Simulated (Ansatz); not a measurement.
`[F][InH][CH2]I` + HI → `[F][InH][I]` + `CI` at 700 K and 1 bar (ligand exchange at the In–C bond).

Program: Ansatz. Geometries: PBE0-D4/def2-TZVP. ΔE: electronic, gas phase. CBS: MP2 limit from def2 TZ/QZ plus the TZ coupled-cluster correction, frozen cores. Elements past krypton have def2 core potentials. For I, In outer-core shells are correlated without core-valence functions, which leaves a few kJ/mol of doubt a bond. One conformer a species, not always the lowest.

```csv
species,CCSD(T)/CBS energy (Eh),H − E (kJ/mol),S (J/(mol·K))
`[F][InH][CH2]I`,-626.92324,153.9,462.7
HI,-298.03592,34.6,231.7
`[F][InH][I]`,-587.72167,65.7,388.1
`CI`,-337.29646,129.8,300.5
```

H − E and S are ideal-gas, rigid-rotor, harmonic terms from PBE0-D4/def2-TZVP, for one conformer and one mirror image of each species. 1 Eh = 2625.50 kJ/mol, R = 8.31446 J/(mol·K).

Task: By hand: ΔE, ΔH, ΔS and ΔG.

Result: ΔE = (-587.72167) + (-337.29646) − (-626.92324) − (-298.03592) = -0.05897 Eh = -154.8 kJ/mol. Δ(H − E) = 65.7 + 129.8 − 153.9 − 34.6 = 7.0, so ΔH = -147.8 kJ/mol. ΔS = 388.1 + 300.5 − 462.7 − 231.7 = -5.8 J/(mol·K). ΔG = -147.8 − 700 × (-5.8)/1000 = -143.7 kJ/mol.

Task: By hand: the equilibrium constant, and the temperature at which ΔG would vanish if ΔH and ΔS stayed fixed.

Result: log₁₀ K = −ΔG/(RT ln 10) = 10.7. ΔG = 0 at ΔH/ΔS = 25483 K, far beyond where these terms or the molecules hold.

The number of gas molecules stays the same, so ΔS is small and ΔH decides. A doubt of 5 kJ/mol in ΔE shifts log₁₀ K by 0.4 here. Other conformers and mirror images would add mixing entropy, several J/(mol·K) or more a flexible species. Modes under 60 cm⁻¹, often nearly free rotors, make the harmonic entropy too high. These are equilibria of isolated gas molecules and say nothing of rates. Largest T1 diagnostic: 0.014 (customary marks: 0.02 for closed shells, 0.045 for open ones).
